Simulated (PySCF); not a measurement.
CH3FSn, SMILES [CH3][Sn][F] (connectivity only; charge and spin as stated), neutral, multiplicity 1.

The structure is a stationary point at PBE-D3(BJ)/def2-TZVP. The def2 effective core potentials stand for the cores of Sn; spin–orbit coupling is left out.

Calculation: PBE-D3(BJ)/def2-TZVP (PySCF).

Frequencies are harmonic and unscaled.

| mode | ν (cm⁻¹) | IR (km/mol) | moving atoms (share of kinetic energy) |
|---|---|---|---|
| 1 | 41 | 0.4 | H 95 % |
| 2 | 165 | 5.8 | F 45 %, C 26 %, H 19 %, Sn 9 % |
| 3 | 465 | 53.1 | C 69 %, H 18 %, Sn 12 % |
| 4 | 527 | 0.0 | H 87 %, C 12 % |
| 5 | 542 | 79.3 | F 85 %, Sn 13 % |
| 6 | 648 | 9.7 | H 80 %, C 18 % |
| 7 | 1137 | 5.4 | H 82 %, C 18 % |
| 8 | 1384 | 6.3 | H 95 % |
| 9 | 1385 | 8.5 | H 94 % |
| 10 | 2958 | 6.1 | H 98 % |
| 11 | 3041 | 9.2 | H 91 %, C 9 % |
| 12 | 3063 | 13.0 | H 91 %, C 9 % |
